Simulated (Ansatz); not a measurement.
Cost and result for the atomization energy of C₂H₅BS (`CB1CS1`) (9 atoms, 9 bonds).

```
atom   x (Å)   y (Å)   z (Å)
  C1  -0.763  -0.504   1.090
  B2   0.171   0.242   0.115
  C3   0.707   0.357  -1.318
  S4   1.328   1.548  -0.028
  H5  -0.742  -0.113   2.108
  H6  -1.793  -0.463   0.719
  H7  -0.498  -1.566   1.115
  H8   0.121   0.823  -2.106
  H9   1.467  -0.324  -1.694
```

The species carries charge 0 and has multiplicity 1. The geometry is a stationary point of PBE0-D4/def2-TZVP. Program: Ansatz. All runs use 2 threads of an AMD EPYC 9B14 on a shared host. Times are those of one run each, without the atoms' runs, and a repeat can differ threefold. Electronic energies, without spin–orbit coupling; frozen cores. CCSD(T)/CBS adds CCSD(T) − MP2 in def2-TZVPP to the MP2 limit, and its time is that of the two runs behind it. T1 = 0.014.

CCSD(T)/CBS is a level of theory with its own doubt, some kJ/mol a heavy atom from the limit and from the frozen cores, so smaller differences don't rank the functionals.

| level | functions | wall time |
| --- | --- | --- |
| LDA (SPW92)/def2-TZVPP | 205 | 1.1 s |
| BLYP-D4/def2-TZVPP | 205 | 1.6 s |
| PBE0-D4/def2-TZVPP | 205 | 2.1 s |
| BHLYP-D4/def2-TZVPP | 205 | 2.1 s |
| CCSD(T)/def2-SVP | 85 | 2.3 s |
| CAM-B3LYP-D4/def2-TZVPP | 205 | 2.5 s |
| r2SCANh-D4/def2-TZVPP | 205 | 3.6 s |
| PBE-QIDH/def2-TZVPP | 205 | 4.2 s |
| B97M-V/def2-TZVPP | 205 | 6 s |
| ωB97M-V/def2-TZVPP (with forces) | 205 | 8 s |
| MP2/def2-QZVPP | 391 | 13 s |
| CCSD(T)/def2-TZVPP | 205 | 40 s |
| CCSD(T)/CBS(def2) | – | 53 s |

(1) What atomization energy does each give, and how far from CCSD(T)/CBS? (An estimate is asked.)

## Answers

(1) Ansatz gave: 
```tsv
level	atomization (kJ/mol)	difference from CCSD(T)/CBS	per bond
LDA (SPW92)/def2-TZVPP	3995.0	515.4	57.3
BLYP-D4/def2-TZVPP	3482.9	3.3	0.4
PBE0-D4/def2-TZVPP	3538.6	59.0	6.6
BHLYP-D4/def2-TZVPP	3408.7	-70.9	-7.9
CCSD(T)/def2-SVP	3331.9	-147.7	-16.4
CAM-B3LYP-D4/def2-TZVPP	3501.2	21.6	2.4
r2SCANh-D4/def2-TZVPP	3513.8	34.2	3.8
PBE-QIDH/def2-TZVPP	3505.2	25.6	2.8
B97M-V/def2-TZVPP	3539.2	59.6	6.6
ωB97M-V/def2-TZVPP (with forces)	3515.4	35.8	4.0
MP2/def2-QZVPP	3511.2	31.6	3.5
CCSD(T)/def2-TZVPP	3400.1	-79.5	-8.8
CCSD(T)/CBS(def2)	3479.6	0.0	0.0
```

From BLYP to BHLYP (50 % exact exchange), in def2-TZVPP and without D4, the atomization energy moves by −57.8 kJ/mol: exact exchange takes away binding that semilocal exchange gives to molecules. At CCSD(T), def2-SVP lies −147.7 kJ/mol from the extrapolated value and def2-TZVPP −79.5 kJ/mol: correlation converges slowly with the basis, and small sets miss more of it in the bonded molecule than in its fragments. The D4 term adds +25.8 kJ/mol with B3LYP and +13.4 kJ/mol with PBE0; it sums over pairs of atoms, weighted by their polarisabilities, and B3LYP, whose exchange is more repulsive, gets the larger term.

B3LYP here is the variant with VWN-RPA as its local correlation; programs differ in this.
